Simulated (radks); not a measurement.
Results of a calculation; reference values are marked as such.
Species: neutral caesium. Configuration: [Kr] 4d10 5s1 5p6 6s1 7s1 (not the ground configuration). Level of theory: scalar-relativistic Kohn-Sham, PBEsol, spin-polarised, spherical densities, finite nucleus; open shells are filled with parallel spins first (spin-orbit coupling, left out, can overturn this in heavy ions); Fermi nuclear charge, rms radius 4.8041 fm (a radial shooting solver on a logarithmic mesh with Libxc functionals).

Radial electron density D(r) = 4 pi r^2 rho(r):

r (bohr),D(r) (e/bohr),spin D(r)
0.001276,3.408,0.00147
0.001497,4.458,0.00192
0.001771,5.884,0.00253
0.002095,7.724,0.00331
0.002478,10.07,0.00429
0.002932,13.03,0.00553
0.003468,16.71,0.00703
0.00407,20.96,0.00875
0.004814,26.27,0.0108
0.005695,32.43,0.0131
0.006736,39.35,0.0156
0.007969,46.76,0.0179
0.009427,54.26,0.0199
0.01106,60.93,0.0210
0.01309,66.72,0.0209
0.01548,70.54,0.0191
0.01831,71.84,0.0154
0.02166,70.58,0.0101
0.02562,67.47,0.00445
0.03007,64.27,0.000740
0.03557,62.76,0.00135
0.04208,65.12,0.00899
0.04978,72.03,0.0238
0.05888,81.84,0.0416
0.0691,90.22,0.0532
0.08174,93.53,0.0501
0.09669,88.85,0.0287
0.1144,78.54,0.00152
0.1353,69.35,-0.00540
0.1601,67.72,0.0275
0.1878,73.35,0.0823
0.2222,79.23,0.115
0.2628,75.42,0.0808
0.3109,59.57,0.0136
0.3678,40.07,0.0127
0.4351,28.30,0.124
0.5106,27.44,0.240
0.604,30.90,0.215
0.7145,30.41,0.0508
0.8452,23.92,-0.0161
0.9998,15.58,0.210
1.173,9.876,0.604
1.388,7.058,0.903
1.642,5.848,0.873
1.942,4.656,0.598
2.297,3.159,0.339
2.718,1.814,0.258
3.189,0.9974,0.302
3.773,0.5744,0.344
4.463,0.3583,0.302
5.279,0.2057,0.196
6.245,0.1125,0.111
7.387,0.09684,0.0968
8.669,0.1252,0.125
10.26,0.1458,0.146
12.13,0.1175,0.118
14.35,0.05715,0.0571
16.98,0.01863,0.0186
20.08,0.004111,0.00411
23.57,0.0006242,0.000624

D(r) has 5 maxima, at r = 0.0183, 0.0804, 0.229, 0.649, 10.3 bohr, and minima at 0.0353, 0.151, 0.475, 6.99 bohr, inside which lie 1.97, 11.16, 28.92, 54.02 electrons.
